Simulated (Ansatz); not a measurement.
Two isomers of CH5FOSeSi: A = `CO[SiH](F)[SeH]`, B = `FCO[SiH2][SeH]`.

Program: Ansatz. Geometries: PBE0-D4/def2-TZVP. ΔE: electronic, gas phase. CCSD(T)/CBS adds triple-zeta CCSD(T) − MP2 to the extrapolated MP2 energy (def2 sets, frozen cores). Functionals use def2-TZVPP. B3LYP here is the variant with VWN-RPA as its local correlation; programs differ in this. For Se outer-core shells are correlated without core-valence functions, which leaves a few kJ/mol of doubt a bond. Scalar relativity is left out up to krypton. Each species was taken in one conformer, which may not be the lowest.

Question: Which is lower in electronic energy at CCSD(T)/CBS, and by how much? (Estimate.)

Answer: The calculation gave: A, by 47.2 kcal/mol.

Question: Give E(B) − E(A) in kcal/mol with ωB97M-V, r2SCAN-D4, B3LYP-D4, CCSD/def2-TZVPP, B3LYP, B2PLYP, PBE0-D4. (An estimate is asked.)

Answer: Computed: ωB97M-V 45.4, r2SCAN-D4 45.5, B3LYP-D4 45.2, CCSD/def2-TZVPP 46.2, B3LYP 45.0, B2PLYP 46.2, PBE0-D4 44.0. None reverses the order clearly.

Largest T1 diagnostic: 0.011.

From PBE to PBE0 (25 % exact exchange), in def2-TZVPP and without D4, E(B) − E(A) moves by +1.2 kcal/mol.
